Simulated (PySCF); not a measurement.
C₁₀H₁₆.
Atom-mapped SMILES: `[CH2:1]1[CH2:2][C@@H:3]2[C@@H:4]3[CH2:5][CH2:6][C@@H:7]([CH2:8]3)[C@@H:9]2[CH2:10]1`

Definitions: NICS(0) = −σiso at the ring centroid; NICS(1) = −σiso and NICS(1)zz = −σzz at ±1 Å along the ring normal z. Level: GIAO PBE0/pcSseg-1 (PySCF, non-relativistic, gas phase) on the GFN2-xTB geometry, one conformer.

Ring bond lengths (Å), with Mayer bond orders in brackets: C1–C2 1.531 (1.03), C2–C3 1.532 (1.02), C3–C9 1.549 (0.96), C9–C10 1.532 (1.02), C10–C1 1.531 (1.03); C3–C4 1.539 (0.99), C4–C8 1.531 (0.98), C8–C7 1.531 (0.98), C7–C9 1.539 (0.99), C9–C3 1.549 (0.96); C4–C5 1.531 (1.01), C5–C6 1.542 (1.02), C6–C7 1.531 (1.01), C7–C8 1.531 (0.98), C8–C4 1.531 (0.98).

**Question.** Give the NICS values of each ring in ppm.

**Answer.** 
```csv
ring,type,NICS(0),"NICS(1), two faces","NICS(1)zz, two faces",rms pucker (Å),"centre to ring atoms, mean (Å)"
C1–C2–C3–C9–C10,5-membered carbocycle; formal bonds all single,-5.8,-4.8 / -3.2,-8.0 / -5.6,0.13,1.29
C3–C4–C8–C7–C9,5-membered carbocycle; formal bonds all single,-8.2,-4.8 / -8.0,-4.3 / -5.7,0.27,1.26
C4–C5–C6–C7–C8,5-membered carbocycle; formal bonds all single,-8.1,-4.4 / -8.1,-5.8 / -12.7,0.27,1.26
```

**Question.** What can be read from them?

**Answer.** 
- C1–C2–C3–C9–C10: mean NICS(1)zz -6.8 ppm, shielded. C1, C2, C3, C9, C10 have four or more neighbours, so the value isn't read as a sign of a π ring current.
- C3–C4–C8–C7–C9: mean NICS(1)zz -5.0 ppm, shielded. C3, C4, C7, C8, C9 have four or more neighbours; no verdict on aromaticity is drawn.
- C4–C5–C6–C7–C8: mean NICS(1)zz -9.2 ppm, shielded. C4, C5, C6, C7, C8 have four or more neighbours; no verdict on aromaticity is drawn. The two faces differ by 6.9 ppm, so no symmetry operation interchanges them.

**Question.** What field does 11.7 T along the ring normal induce along that normal at the first NICS(1) probe listed for ring C4–C5–C6–C7–C8, 1 Å off the ring?

**Answer.** NICSzz × B0 = -5.8 ppm × 11.7 T = -68 μT, against the applied field.

**Question.** Give the inner angles of the rings and the Hirshfeld charges of the ring atoms.

**Answer.** 
- C1–C2–C3–C9–C10: C1 104.9° (-0.071 e), C2 106.3° (-0.073 e), C3 106.7° (-0.027 e), C9 106.7° (-0.027 e), C10 106.3° (-0.073 e); sum 530.9° against 540° for a flat convex ring.
- C3–C4–C8–C7–C9: C3 102.9° (-0.027 e), C4 100.6° (-0.029 e), C8 93.9° (-0.076 e), C7 100.6° (-0.029 e), C9 102.9° (-0.027 e); sum 500.9° against 540° for a flat convex ring.
- C4–C5–C6–C7–C8: C4 101.1° (-0.029 e), C5 103.1° (-0.073 e), C6 103.1° (-0.072 e), C7 101.1° (-0.029 e), C8 93.9° (-0.076 e); sum 502.3° against 540° for a flat convex ring.

**Question.** What are the shieldings of the ring atoms and their hydrogens in the same run (means over atoms taken as equivalent)?

**Answer.** 
| atoms | environment | σ isotropic (ppm) |
| --- | --- | --- |
| C1 | ring CH2 carbon | 156.5 |
| C2 (×2) | ring CH2 carbon | 156.4 |
| C3 (×2) | sp3 carbon at a ring junction | 138.3 |
| C4 (×2) | sp3 carbon at a ring junction | 141.0 |
| C5 (×2) | ring CH2 carbon | 161.4 |
| C8 | ring CH2 carbon | 142.0 |
| H on C1 | methylene hydrogen | 30.05 |
| H on C1 | methylene hydrogen | 30.24 |
| H on C2 (×2) | methylene hydrogen | 30.05 |
| H on C2 (×2) | methylene hydrogen | 30.08 |
| H on C3 (×2) | methine hydrogen | 29.29 |
| H on C4 (×2) | methine hydrogen | 29.71 |
| H on C5 (×2) | methylene hydrogen | 30.33 |
| H on C5 (×2) | methylene hydrogen | 30.30 |

The list is cut; further classes of hydrogen are left out.
